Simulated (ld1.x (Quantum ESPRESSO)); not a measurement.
Which change was made? (Xe, TM semilocal)

```
Element                 : Xe
Generator               : ld1.x (Quantum ESPRESSO) 7.5
Type                    : norm-conserving Troullier–Martins (semilocal form)
Functional              : PBE
Relativity              : scalar-relativistic
Frozen core             : [Kr]
Valence charge          : 18
Reference configuration : 4d10 5s2 5p6
Partial waves           : 5s (bound): rc 1.30 bohr; 4d (bound): rc 1.15 bohr; 5p (bound): rc 2.05 bohr
Local potential         : the p channel
Core correction         : none
```

Cutoffs, loose and tight: the cutoffs (Ry, on a coarse ladder) from which the occupation-weighted sum of valence levels, in a spherical-Bessel basis at the reference potential, stays within 10 and 1 mRy of its value at 400 Ry. They do not see the model core or the augmentation charge, which bear on the density cutoff. Test errors are all-electron minus pseudo excitation energies from the reference, over the configurations 4d10 5s2 5p5; 4d10 5s2 5p4; 4d10 5s2 5p3; 4d10 5s2 5p2; 4d9 5s2 5p6; 4d10 5s2 5p5.5; 4d10 5s1 5p6; variants that change the core or the reference have their own tests.

The base gives: outcome: generated; cutoff, loose: 140 Ry; cutoff, tight: 230 Ry; bound ghosts: none; largest test error (meV): -75.

Question: After one change the result is: outcome: generated; cutoff, loose: 140 Ry; cutoff, tight: 230 Ry; bound ghosts: none; largest test error (meV): -142. Which change was it?
A. wave 4d (bound): rc 1.15 bohr becomes 4d (bound): rc 1.46 bohr
B. wave 4d (bound): rc 1.15 bohr becomes 4d (bound): rc 0.78 bohr
C. wave 5s (bound): rc 1.30 bohr becomes 5s (bound): rc 1.28 bohr
D. core correction a·sin(br)/r model core inside 0.60 bohr
E. all radii scaled by about 1.12 (s 1.46, p 2.30, d 1.28 bohr)

Answer: D. The others give: wave 4d (bound): rc 1.15 bohr becomes 4d (bound): rc 1.46 bohr → outcome: generated; cutoff, loose: 120 Ry; cutoff, tight: 200 Ry; bound ghosts: none; largest test error (meV): +75 | all radii scaled by about 1.12 (s 1.46, p 2.30, d 1.28 bohr) → outcome: generated; cutoff, loose: 120 Ry; cutoff, tight: 200 Ry; bound ghosts: none; largest test error (meV): -175 | wave 4d (bound): rc 1.15 bohr becomes 4d (bound): rc 0.78 bohr → outcome: generated; cutoff, loose: 230 Ry; cutoff, tight: over 300 Ry; bound ghosts: none; largest test error (meV): -75 | wave 5s (bound): rc 1.30 bohr becomes 5s (bound): rc 1.28 bohr → outcome: generated; cutoff, loose: 140 Ry; cutoff, tight: 230 Ry; bound ghosts: none; largest test error (meV): +87.
